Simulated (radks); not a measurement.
The numbers below are computed, except where a source is named.
Q: Ionisation of Pb2+, [Hg], to Pb3+, [Xe] 4f14 5d10 6s1, under several functionals. Scalar-relativistic Kohn-Sham, spin-unpolarised, spherical densities, finite nucleus; a radial shooting solver on a logarithmic mesh with Libxc functionals. The NIST Atomic Spectra Database gives 31.937 eV (measured). Rank these functionals by the error of their Delta-SCF ionisation energy: MS2 meta-GGA; PBEsol; OLYP; XLYP; B86b exchange with PBE correlation; exchange-only B88; TASK exchange with Perdew-Wang LDA correlation.

A: From best to worst: OLYP 32.118 eV (+0.181); MS2 meta-GGA 32.187 eV (+0.250); exchange-only B88 31.486 eV (-0.452); B86b exchange with PBE correlation 32.427 eV (+0.489); PBEsol 32.465 eV (+0.527); XLYP 32.475 eV (+0.538); TASK exchange with Perdew-Wang LDA correlation 32.719 eV (+0.782). Spin polarisation and multiplet splitting are left out, so open shells lie too high by an amount that depends on their filling.

Beside tabulated values, note that spin-unpolarised runs miss the spin-polarisation part of the exchange energy of open shells, and scalar-relativistic runs lack spin-orbit coupling.
